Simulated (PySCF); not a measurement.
Ga(NH2)2(NMe2), SMILES C[N](C)[Ga]([NH2])[NH2] (GFN2-xTB optimised geometry):

```
16

Ga     0.212    -0.597     0.000
N     -0.662    -2.158     0.402
H     -0.157    -3.029     0.278
H     -1.633    -2.311     0.159
N      2.045    -0.597     0.000
H      2.587     0.150    -0.415
H      2.524    -1.475    -0.164
N     -0.713     1.001     0.000
C     -2.159     1.068     0.044
C     -0.102     2.270    -0.334
H     -2.486     1.789     0.805
H     -2.587     1.378    -0.920
H     -2.558     0.087     0.308
H     -0.430     2.640    -1.316
H     -0.360     3.029     0.416
H      0.984     2.156    -0.346
```

Level of theory: PySCF with PBE0/def2-TZVP.

Question: What are the frontier orbital energies and the dipole moment?

Answer: HOMO-2 -7.70 eV, HOMO-1 -6.81 eV, HOMO -5.83 eV, LUMO 0.04 eV, LUMO+1 1.06 eV; dipole moment 1.79 D.

On the same geometry PBE/def2-TZVP (PySCF) gives HOMO-2 -6.25 eV, HOMO-1 -5.38 eV, HOMO -4.54 eV, LUMO -0.81 eV, LUMO+1 0.25 eV; dipole moment 1.66 D.

Meta-Löwdin charges at PBE0/def2-TZVP: Ga1 0.71, N2 -0.70, H3 0.23, H4 0.23, N5 -0.70, H6 0.23, H7 0.23, N8 -0.38, C9 -0.23, C10 -0.23, H11 0.10, H12 0.09, H13 0.11, H14 0.09, H15 0.10, H16 0.11.
